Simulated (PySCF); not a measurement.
(S)-bromo-chloro-fluoromethane (CHBrClF), SMILES Br[C@@H](F)Cl. Atoms are numbered in the order given.

```xyz
5

C     -0.5943    -0.4766    -0.3598
F     -0.8733    -1.5529     0.3722
Cl    -1.7783     0.7887    -0.0492
Br     1.2080     0.1187     0.0307
H     -0.6233    -0.7255    -1.4283
```

Geometry optimised at PBE0-D3(BJ)/def2-SVP.

These are PBE/def2-TZVPD (PySCF) values and carry that method's errors.

Computed frontier levels, gap, dipole moment and polarisability:
```json
{
  "highest_occupied_level": "-7.31 eV",
  "lowest_empty_level": "-2.13 eV",
  "orbital_gap": "5.18 eV",
  "dipole_moment": "1.12 D",
  "quadrupole, principal values (traceless, Buckingham form, about the centre of nuclear charge)": "-2.82, -0.49, 3.31 D·Å",
  "mean_static_polarisability": "54.0 bohr³ (8.00 Å³)",
  "polarisability_principal_values": "44.0, 49.7, 68.3 bohr³"
}
```
